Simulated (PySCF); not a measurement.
$^{15}$N chemical shifts

PySCF calculation with structure optimised with GFN2-xTB and GIAO PBE0/pcSseg-1 shieldings; gas phase, equivalent nuclei averaged, one conformer, relativity neglected.

Shieldings were converted by a linear fit to measured shifts: $^{15}$N (scatter 6.3 ppm rms vs CH3NO2, solution or neat liquid). Occasional misses reach two or three times the rms, and more in compound classes unlike the fitted ones.

Give the $^{15}$N shifts of `Fc1ccc(-n2nccn2)cc1`, `Fc1ncnn1-c1ccccc1`, `C/C(C#N)=N\[Si@H](C#N)C=O`, `Fc1ccccc1-n1nccn1`, `C=C[SiH2][SiH2]C#N`, `Fc1ccccc1-n1ccnn1`.

Results:


```json
{"compound": "[F:1][c:2]1[cH:3][cH:4][c:5](-[n:6]2[n:7][cH:8][cH:9][n:10]2)[cH:11][cH:12]1", "environment": "N7/10: pyridine-type nitrogen of an azole (×2)", "δ (ppm)": "-71.6"}
{"compound": "[F:1][c:2]1[cH:3][cH:4][c:5](-[n:6]2[n:7][cH:8][cH:9][n:10]2)[cH:11][cH:12]1", "environment": "N6: pyrrole-type ring nitrogen", "δ (ppm)": "-131.3"}
{"compound": "[F:1][c:2]1[n:3][cH:4][n:5][n:6]1-[c:7]1[cH:8][cH:9][cH:10][cH:11][cH:12]1", "environment": "N5: pyridine-type nitrogen of an azole", "δ (ppm)": "-101.2"}
{"compound": "[F:1][c:2]1[n:3][cH:4][n:5][n:6]1-[c:7]1[cH:8][cH:9][cH:10][cH:11][cH:12]1", "environment": "N3: pyridine-type nitrogen of an azole", "δ (ppm)": "-151.0"}
{"compound": "[F:1][c:2]1[n:3][cH:4][n:5][n:6]1-[c:7]1[cH:8][cH:9][cH:10][cH:11][cH:12]1", "environment": "N6: pyrrole-type ring nitrogen", "δ (ppm)": "-188.2"}
{"compound": "[CH3:1]/[C:2]([C:3]#[N:4])=[N:5]\\[Si@H:6]([C:7]#[N:8])[CH:9]=[O:10]", "environment": "N5: imine nitrogen", "δ (ppm)": "-33.0"}
{"compound": "[CH3:1]/[C:2]([C:3]#[N:4])=[N:5]\\[Si@H:6]([C:7]#[N:8])[CH:9]=[O:10]", "environment": "N8: nitrile nitrogen", "δ (ppm)": "-56.4"}
{"compound": "[CH3:1]/[C:2]([C:3]#[N:4])=[N:5]\\[Si@H:6]([C:7]#[N:8])[CH:9]=[O:10]", "environment": "N4: nitrile nitrogen", "δ (ppm)": "-104.0"}
{"compound": "[F:1][c:2]1[cH:3][cH:4][cH:5][cH:6][c:7]1-[n:8]1[n:9][cH:10][cH:11][n:12]1", "environment": "N9/12: pyridine-type nitrogen of an azole (×2)", "δ (ppm)": "-64.1"}
{"compound": "[F:1][c:2]1[cH:3][cH:4][cH:5][cH:6][c:7]1-[n:8]1[n:9][cH:10][cH:11][n:12]1", "environment": "N8: pyrrole-type ring nitrogen", "δ (ppm)": "-135.6"}
{"compound": "C=C[SiH2][SiH2]C#N", "environment": "nitrile nitrogen", "δ (ppm)": "-51.6"}
{"compound": "[F:1][c:2]1[cH:3][cH:4][cH:5][cH:6][c:7]1-[n:8]1[cH:9][cH:10][n:11][n:12]1", "environment": "N12: pyridine-type nitrogen of an azole", "δ (ppm)": "-34.7"}
{"compound": "[F:1][c:2]1[cH:3][cH:4][cH:5][cH:6][c:7]1-[n:8]1[cH:9][cH:10][n:11][n:12]1", "environment": "N11: pyridine-type nitrogen of an azole", "δ (ppm)": "-37.1"}
{"compound": "[F:1][c:2]1[cH:3][cH:4][cH:5][cH:6][c:7]1-[n:8]1[cH:9][cH:10][n:11][n:12]1", "environment": "N8: pyrrole-type ring nitrogen", "δ (ppm)": "-145.8"}
```
